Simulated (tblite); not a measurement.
Species: C7H16N2.
Cartesian coordinates in Å at the GFN2-xTB level; atoms count from 1:
```xyz
25
C7H16N2 angstrom
C     -2.3671    0.2393    0.7309
C     -0.8976   -0.1361    0.5807
C     -0.7204   -1.4032   -0.2709
C      0.7651   -1.7482   -0.3432
C      1.5311   -0.5181   -0.8430
N      1.2689    0.6874   -0.0697
C      1.9771    0.7627    1.1892
N     -0.1036    0.9897    0.0836
C     -0.6073    1.6518   -1.1020
H     -2.8820   -0.5311    1.3008
H     -2.4585    1.1838    1.2605
H     -2.8514    0.3261   -0.2383
H     -0.5020   -0.3478    1.5839
H     -1.2870   -2.2253    0.1707
H     -1.1091   -1.2303   -1.2775
H      0.9382   -2.5905   -1.0157
H      1.1242   -2.0300    0.6499
H      1.2368   -0.3093   -1.8773
H      2.6077   -0.6973   -0.8287
H      3.0445    0.8219    0.9779
H      1.8023   -0.0859    1.8649
H      1.6645    1.6756    1.6913
H     -1.4979    2.2201   -0.8407
H      0.1629    2.3435   -1.4360
H     -0.8506    0.9753   -1.9322
```

Level: GFN2-xTB in tblite, geometry and Hessian alike; calculated harmonic values, unscaled, isolated species. This tight-binding method is rough: wavenumbers can miss measured ones by several per cent, in bad cases by 10 to 20. One conformer, not necessarily the lowest.

Harmonic wavenumbers (cm⁻¹): 125.3, 149.2, 183.8, 188.2, 229.1, 254.4, 274.4, 307.5, 327.1, 402.4, 423.3, 452.3, 492.0, 555.5, 608.7, 758.7, 863.9, 873.9, 890.1, 929.6, 960.6, 991.4, 1011.1, 1063.2, 1065.8, 1096.1, 1102.5, 1105.7, 1125.1, 1142.6, 1165.9, 1191.2, 1204.7, 1212.6, 1233.1, 1284.4, 1297.2, 1322.9, 1334.1, 1339.2, 1350.5, 1399.7, 1403.5, 1406.6, 1472.9, 1478.1, 1481.3, 1490.4, 1493.0, 1494.1, 1501.4, 1502.6, 1509.0, 2871.6, 2878.5, 2894.5, 2935.7, 2958.5, 2968.5, 2976.7, 2981.2, 2983.8, 3002.7, 3016.1, 3029.9, 3035.9, 3037.9, 3041.5, 3045.6.

A = 2122, B = 1550, C = 1245 MHz; mass 128.131 u (most abundant isotopes); point group C1, symmetry number 1.

Q: What is the zero-point energy?

A: Half the sum of the wavenumbers: 49590 cm⁻¹ = 593.23 kJ/mol.

Q: Give the ideal-gas entropy at 298.15 K and 1 bar in the rigid-rotor, harmonic-oscillator model (classical rotation).

A: Translation 169.38, rotation 120.30, vibration 102.06: S = 391.7 J/(mol K).

Q: And Cp and H(298.15 K) − H(0)?

A: Cp = 169.40 J/(mol K), of which vibrations give 136.14 (their classical limit is 69 R = 573.7); H(298.15 K) − H(0) = 28.28 kJ/mol without the zero-point energy, 18.37 from vibrations.

Q: How do the functions run with temperature in this model?

A: 
| T (K) | S (J/(mol K)) | Cp (J/(mol K)) | H − H(0) (kJ/mol) | G − H(0) (kJ/mol) | ln q(vib) |
| --- | --- | --- | --- | --- | --- |
| 100 | 270.3 | 70.5 | 4.56 | -22.47 | 0.56 |
| 200 | 334.9 | 119.7 | 14.16 | -52.83 | 2.53 |
| 300 | 392.8 | 170.4 | 28.60 | -89.24 | 4.91 |
| 500 | 505.1 | 275.4 | 73.46 | -179.08 | 10.17 |
| 800 | 660.5 | 385.6 | 173.99 | -354.45 | 18.50 |
| 1000 | 752.1 | 434.5 | 256.25 | -495.87 | 23.96 |

q(vib) and H(0) count from the zero-point level.

Q: Which modes carry the vibrational entropy at 298.15 K?

A: 125.3 cm⁻¹: 12.62; 149.2 cm⁻¹: 11.22; 183.8 cm⁻¹: 9.58; 188.2 cm⁻¹: 9.40; 229.1 cm⁻¹: 7.89; 254.4 cm⁻¹: 7.11 J/(mol K); the other 63 give 44.23 together.

Hindered rotation and anharmonicity are outside this model. Other conformers, if any are populated, would add a mixing term that is left out. The structure is chiral; the term R ln 2 for an equal mix with its mirror image is left out.
